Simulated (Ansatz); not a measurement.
Geometry optimisation, RKS PBE-D4/def2-SVP in Ansatz 0.2.0.

The input (input.yaml):

```yaml
crystal:
  periodic: [false, false, false]
  atoms:
    - { symbol: Si, position_ang: [-0.916935, 0.07429, 1.106327] }
    - { symbol: C, position_ang: [0.790547, -0.699863, 0.984997] }
    - { symbol: O, position_ang: [-0.994094, 0.599161, -0.612755] }
    - { symbol: C, position_ang: [0.009939, 0.564439, -1.759001] }
    - { symbol: H, position_ang: [0.865253, 0.052207, -1.299613] }
    - { symbol: H, position_ang: [-2.048068, -0.870414, 1.399625] }
    - { symbol: H, position_ang: [-0.999888, 1.259092, 2.031258] }
    - { symbol: H, position_ang: [1.51904, 0.084593, 0.698106] }
    - { symbol: H, position_ang: [0.771687, -1.477927, 0.195799] }
    - { symbol: H, position_ang: [1.180154, -1.178764, 1.909267] }
    - { symbol: H, position_ang: [0.250501, 1.605609, -2.056703] }
    - { symbol: H, position_ang: [-0.427935, -0.012423, -2.597208] }
basis:
  gaussian: { orbitals: def2-SVP }
hamiltonian:
  xc: pbe
  dispersion: d4
relax:
  f_tol: 0.03
  max_steps: 50
output:
  orbitals: {}
```

Command:

```bash
$ ansatz run input.yaml --threads 2 --pin off --max-ram 3072MiB --backend cpu --events-out ev --progress --plain --runs-dir out
```

Problem. Where does it end, and by what steps?

Solution. The forces met the threshold. After 11 steps the energy has fallen by 0.784 eV; H9 moved furthest, 0.82 Å.

| step | energy less start (eV) | largest force component (eV/Å) | accepted |
| --- | --- | --- | --- |
| 0 | 0.0000 | 3.343 | yes |
| 1 | -0.5428 | 1.297 | yes |
| 2 | -0.6725 | 0.599 | yes |
| 3 | -0.6985 | 0.703 | yes |
| 4 | -0.7376 | 0.144 | yes |
| 5 | -0.7439 | 0.431 | yes |
| 6 | -0.7704 | 0.419 | yes |
| 7 | -0.7779 | 0.112 | yes |
| 8 | -0.7579 | 0.538 | no |
| 9 | -0.7830 | 0.040 | yes |
| 10 | -0.7837 | 0.066 | yes |
| 11 | -0.7839 | 0.013 | yes |

```xyz
12
Properties=species:S:1:pos:R:3
Si -0.747 -0.029 0.785
C 0.869 -0.877 1.254
O -1.002 -0.017 -0.882
C -0.187 0.714 -1.773
H 0.858 0.326 -1.814
H -1.921 -0.774 1.349
H -0.738 1.390 1.308
H 1.747 -0.342 0.839
H 0.890 -1.921 0.882
H 0.982 -0.903 2.358
H -0.136 1.798 -1.512
H -0.614 0.633 -2.795
```

Time of the run: 21 s on 2 threads of Arm Neoverse V2 (shared host), peak memory 0.13 GiB.
